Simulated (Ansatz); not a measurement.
Species: AlBr3, SMILES `[Br][Al]([Br])[Br]` (charge 0, multiplicity 1), formula AlBr3.

Question: How many basis functions does frozen-core CCSD(T)/cc-pVTZ // B3LYP-D3(BJ)/def2-TZVP (Ansatz, an electronic-structure program) use, how many core orbitals are frozen, and how many electrons are correlated?

Answer: 163 basis functions and 32 frozen orbitals, which leaves 54 correlated electrons (filled d shells below the valence shell are correlated). Core time is of the order of minutes.
